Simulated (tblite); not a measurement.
Compound: C5H13OP.
Structure used (GFN2-xTB), in Å, numbered top down from 1:
```
atom  x, y, z in Å
C1     3.011   -0.063   -0.216
C2     1.656   -0.516    0.307
P3     0.355    0.343   -0.662
O4     0.443    1.803   -0.621
C5    -1.289   -0.341   -0.169
C6    -2.302    0.188   -1.176
C7    -1.598    0.130    1.245
H8     3.080    1.022   -0.156
H9     3.133   -0.353   -1.259
H10    3.822   -0.500    0.363
H11    1.536   -0.222    1.354
H12    1.538   -1.597    0.228
H13    0.535   -0.187   -1.945
H14   -1.255   -1.433   -0.209
H15   -2.050   -0.145   -2.183
H16   -3.306   -0.155   -0.936
H17   -2.292    1.277   -1.164
H18   -1.492    1.213    1.297
H19   -0.914   -0.318    1.965
H20   -2.616   -0.134    1.527
```

Method: GFN2-xTB as coded in tblite; computed harmonic values from a numerical Hessian at the method's own geometry, unscaled. This tight-binding method is rough: wavenumbers can miss measured ones by several per cent, in bad cases by 10 to 20. Modes of hydrogen on phosphorus can be 10 to 20 % off. One conformer, not necessarily the lowest.

Harmonic wavenumbers (cm⁻¹): 53.4, 69.2, 123.3, 177.7, 190.5, 197.7, 221.3, 230.6, 270.7, 358.6, 371.1, 472.1, 653.7, 709.8, 751.8, 862.3, 923.9, 929.5, 938.8, 983.8, 986.3, 1007.9, 1033.8, 1070.1, 1137.5, 1169.3, 1214.1, 1244.0, 1252.9, 1279.4, 1291.0, 1402.2, 1404.4, 1414.1, 1431.2, 1482.6, 1486.7, 1488.1, 1493.5, 1494.4, 1495.9, 2240.3, 2932.4, 2947.0, 2977.8, 3008.9, 3014.1, 3014.8, 3017.6, 3019.6, 3023.3, 3024.3, 3028.8, 3033.5.

A = 3786, B = 1327, C = 1205 MHz; mass 120.070 u (most abundant isotopes); point group C1, symmetry number 1.

Question: What is the zero-point energy?

Answer: ½Σν̃ = 37526 cm⁻¹ = 107.29 kcal/mol.

Question: What is S at 400 K and 1 bar for an ideal gas of classical rigid rotors and harmonic oscillators?

Answer: Translation 41.75, rotation 29.24, vibration 39.35: S = 110.3 cal/(mol K).

Question: And Cp and H(400 K) − H(0)?

Answer: Cp = 47.28 cal/(mol K), of which vibrations give 39.33 (their classical limit is 54 R = 107.3); H(400 K) − H(0) = 11.32 kcal/mol without the zero-point energy, 8.14 from vibrations.

Question: How do the functions run with temperature in this model?

Answer: 
| T (K) | S (cal/(mol K)) | Cp (cal/(mol K)) | H − H(0) (kcal/mol) | G − H(0) (kcal/mol) | ln q(vib) |
| --- | --- | --- | --- | --- | --- |
| 150 | 77.2 | 24.6 | 2.42 | -9.16 | 2.94 |
| 250 | 91.7 | 33.0 | 5.30 | -17.64 | 5.66 |
| 298.15 | 97.9 | 37.5 | 6.99 | -22.21 | 6.93 |
| 600 | 132.7 | 63.5 | 22.48 | -57.17 | 14.60 |
| 900 | 161.8 | 79.9 | 44.18 | -101.48 | 21.77 |

q(vib) and H(0) count from the zero-point level.

Question: Which modes carry the vibrational entropy at 400 K?

Answer: 53.4 cm⁻¹: 5.27; 69.2 cm⁻¹: 4.76; 123.3 cm⁻¹: 3.62; 177.7 cm⁻¹: 2.91; 190.5 cm⁻¹: 2.78; 197.7 cm⁻¹: 2.71 cal/(mol K); the other 48 give 17.31 together.

Question: What must be added to the electronic energy to get the Gibbs energy at 400 K and 1 bar?

Answer: ZPE + [H(400 K) − H(0)] − T·S = 107.29 + 11.32 − 44.13 = 74.48 kcal/mol.

Hindered rotation and anharmonicity are outside this model. Other conformers, if any are populated, would add a mixing term that is left out. The structure is chiral; the term R ln 2 for an equal mix with its mirror image is left out.
